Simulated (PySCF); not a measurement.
silicon monoxide (OSi), singlet, geometry from GFN2-xTB; B3LYP/def2-SVP in PySCF.

Input for PySCF:
```python
from pyscf import gto, scf, dft

mol = gto.Mole()
mol.atom = '''
    Si   -0.000000   -0.000000   -0.548582
    O     0.000000    0.000000    0.960019
'''
mol.basis = 'def2-svp'
mol.charge = 0
mol.spin = 0
mol.verbose = 4
mol.build()

mf = dft.RKS(mol)
mf.xc = 'b3lyp'
mf.level_shift = 0.3
mf.max_cycle = 100
mf.kernel()
mf.analyze()
```

The log (banner, timings and long lists left out):

```
PySCF version 2.14.0

[INPUT] verbose = 4
[INPUT] num. atoms = 2
[INPUT] num. electrons = 22
[INPUT] charge = 0
[INPUT] spin (= nelec alpha-beta = 2S) = 0
[INPUT] symmetry False subgroup None
[INPUT] Mole.unit = angstrom
[INPUT] Symbol           X                Y                Z      unit          X                Y                Z       unit  Magmom
[INPUT]  1 Si     0.000000000000   0.000000000000  -0.548582000000 AA    0.000000000000   0.000000000000  -1.036669736866 Bohr   0.0
[INPUT]  2 O      0.000000000000   0.000000000000   0.960019000000 AA    0.000000000000   0.000000000000   1.814172984379 Bohr   0.0

nuclear repulsion = 39.2866288853315
number of shells = 14
number of NR pGTOs = 60
number of NR cGTOs = 32
basis = def2-svp
ecp = {}

******** <class 'pyscf.dft.rks.RKS'> ********
method = RKS
initial guess = minao
damping factor = 0
level_shift factor = 0.3
DIIS = <class 'pyscf.scf.diis.CDIIS'>
diis_start_cycle = 1
diis_space = 8
diis_damp = 0
SCF conv_tol = 1e-09
SCF conv_tol_grad = None
SCF max_cycles = 100
direct_scf = True
direct_scf_tol = 1e-13
XC library pyscf.dft.libxc version 7.1.2
    S. Lehtola, C. Steigemann, M. J. T. Oliveira, and M. A. L. Marques,  SoftwareX 7, 1–5 (2018)
XC functionals = b3lyp
    P. J. Stephens, F. J. Devlin, C. F. Chabalowski, and M. J. Frisch,  J. Phys. Chem. 98, 11623 (1994)
radial grids:
    Treutler-Ahlrichs [JCP 102, 346 (1995); DOI:10.1063/1.469408] (M4) radial grids

becke partition: Becke, JCP 88, 2547 (1988); DOI:10.1063/1.454033
pruning grids: <function nwchem_prune>
grids dens level: 3
symmetrized grids: False
atomic radii adjust function: <function treutler_atomic_radii_adjust>
small_rho_cutoff = 0
Set gradient conv threshold to 3.16228e-05
Initial guess from minao.
tot grids = 33264
init E= -364.57968362053
  HOMO = -0.211751639469572  LUMO = 0.1225834416358  gap/eV = 9.09772
cycle= 1 E= -364.342836038093  delta_E= 0.237  |g|= 1.01  |ddm|= 1.47
  HOMO = -0.0409747044432907  LUMO = 0.257426313905296  gap/eV = 8.11991
cycle= 2 E= -363.997195087067  delta_E= 0.346  |g|=  1.7  |ddm|= 1.76
  HOMO = -0.30132783006431  LUMO = 0.224418654467702  gap/eV = 14.30629
cycle= 3 E= -364.470463139729  delta_E= -0.473  |g|= 0.701  |ddm|= 0.655
  HOMO = -0.311614676627209  LUMO = 0.229005427417662  gap/eV = 14.71102
cycle= 4 E= -364.569566723907  delta_E= -0.0991  |g|= 0.215  |ddm|= 0.321
  HOMO = -0.313965028788235  LUMO = 0.229692165456181  gap/eV = 14.79367
cycle= 5 E= -364.580862724642  delta_E= -0.0113  |g|= 0.0679  |ddm|= 0.102
  HOMO = -0.310304616061439  LUMO = 0.232338825154607  gap/eV = 14.76608
cycle= 6 E= -364.582431677846  delta_E= -0.00157  |g|= 0.0238  |ddm|= 0.0445
  HOMO = -0.309475464982449  LUMO = 0.232367639317186  gap/eV = 14.74430
cycle= 7 E= -364.58266270405  delta_E= -0.000231  |g|= 0.0122  |ddm|= 0.0191
  HOMO = -0.309094078695271  LUMO = 0.232449993889595  gap/eV = 14.73616
cycle= 8 E= -364.582708431964  delta_E= -4.57e-05  |g|= 0.00858  |ddm|= 0.00868
  HOMO = -0.309041679841342  LUMO = 0.232520120922989  gap/eV = 14.73665
cycle= 9 E= -364.58272686627  delta_E= -1.84e-05  |g|= 0.0049  |ddm|= 0.00436
  HOMO = -0.309097056460756  LUMO = 0.232489957102628  gap/eV = 14.73733
cycle= 10 E= -364.582732933879  delta_E= -6.07e-06  |g|= 0.00241  |ddm|= 0.0024
  HOMO = -0.309075586113682  LUMO = 0.2324952596326  gap/eV = 14.73689
cycle= 11 E= -364.582734406027  delta_E= -1.47e-06  |g|= 0.00132  |ddm|= 0.00121
  HOMO = -0.309072451674194  LUMO = 0.23249712303808  gap/eV = 14.73686
cycle= 12 E= -364.582734831942  delta_E= -4.26e-07  |g|= 0.000714  |ddm|= 0.000631
  HOMO = -0.309072819695376  LUMO = 0.232496935364765  gap/eV = 14.73686
cycle= 13 E= -364.582734954644  delta_E= -1.23e-07  |g|= 0.000381  |ddm|= 0.000332
  HOMO = -0.309072371130112  LUMO = 0.23249726891898  gap/eV = 14.73686
cycle= 14 E= -364.582734989248  delta_E= -3.46e-08  |g|= 0.000203  |ddm|= 0.000174
  HOMO = -0.309072449088474  LUMO = 0.232497175455238  gap/eV = 14.73686
cycle= 15 E= -364.582734999041  delta_E= -9.79e-09  |g|= 0.000108  |ddm|= 9.2e-05
  HOMO = -0.309072455089346  LUMO = 0.23249718063755  gap/eV = 14.73686
cycle= 16 E= -364.582735001801  delta_E= -2.76e-09  |g|= 5.74e-05  |ddm|= 4.85e-05
  HOMO = -0.309072431349095  LUMO = 0.232497198256323  gap/eV = 14.73686
cycle= 17 E= -364.582735002579  delta_E= -7.78e-10  |g|= 3.05e-05  |ddm|= 2.57e-05
  HOMO = -0.309076916931687  LUMO = -0.0675038995689628  gap/eV = 6.57354
Extra cycle  E= -364.58273500053  delta_E= 2.05e-09  |g|= 0.000104  |ddm|= 9.14e-05
converged SCF energy = -364.58273500053
**** SCF Summaries ****
Total Energy =                        -364.582735000529908
Nuclear Repulsion Energy =              39.286628885331517
One-electron Energy =                 -582.910358711893082
Two-electron Energy =                  179.040994826031636
Two-electron Coulomb Energy =          208.516321202692069
DFT Exchange-Correlation Energy =      -29.475326376660441
HOMO-LUMO gap [eV] =                     6.573536627473243
**** MO energy ****
MO #1   energy= -66.1370206135122  occ= 2
MO #2   energy= -19.1192081120925  occ= 2
MO #3   energy= -5.3120066423832   occ= 2
MO #4   energy= -3.67418980053008  occ= 2
MO #5   energy= -3.67418980053007  occ= 2
MO #6   energy= -3.66898674544386  occ= 2
MO #7   energy= -0.92954511119007  occ= 2
MO #8   energy= -0.432989458018328 occ= 2
MO #9   energy= -0.333562123089594 occ= 2
MO #10  energy= -0.333562123089592 occ= 2
MO #11  energy= -0.309076916931687 occ= 2
MO #12  energy= -0.0675038995689628 occ= 0
MO #13  energy= -0.0675038995689625 occ= 0
MO #14  energy= 0.0552103763543035 occ= 0
MO #15  energy= 0.177501790270797  occ= 0
MO #16  energy= 0.390734632434937  occ= 0
MO #17  energy= 0.390734632434938  occ= 0
MO #18  energy= 0.442058719652736  occ= 0
MO #19  energy= 0.442058872288704  occ= 0
 ** Mulliken pop on meta-lowdin orthogonal AOs  **
 ** Mulliken pop  **
pop of  0 Si 1s           1.99999
pop of  0 Si 2s           1.99979
pop of  0 Si 3s           1.75232
pop of  0 Si 4s           0.02132
pop of  0 Si 2px          1.99984
pop of  0 Si 2py          1.99984
pop of  0 Si 2pz          1.99987
pop of  0 Si 3px          0.44070
pop of  0 Si 3py          0.44070
pop of  0 Si 3pz          0.69733
pop of  0 Si 4px          0.00111
pop of  0 Si 4py          0.00111
pop of  0 Si 4pz          0.01379
pop of  0 Si 3dxy         0.00000
pop of  0 Si 3dyz         0.01255
pop of  0 Si 3dz^2        0.00618
pop of  0 Si 3dxz         0.01255
pop of  0 Si 3dx2-y2      0.00000
pop of  1 O 1s            1.99995
pop of  1 O 2s            1.74245
pop of  1 O 3s            0.00253
pop of  1 O 2px           1.54364
pop of  1 O 2py           1.54364
pop of  1 O 2pz           1.75803
pop of  1 O 3px           0.00014
pop of  1 O 3py           0.00014
pop of  1 O 3pz           0.00089
pop of  1 O 3dxy          0.00000
pop of  1 O 3dyz          0.00201
pop of  1 O 3dz^2         0.00555
pop of  1 O 3dxz          0.00201
pop of  1 O 3dx2-y2       0.00000
 ** Mulliken atomic charges  **
charge of    0Si =      0.60098
charge of    1O =     -0.60098
Dipole moment(X, Y, Z, Debye):  0.00000, -0.00000, -2.62268
```
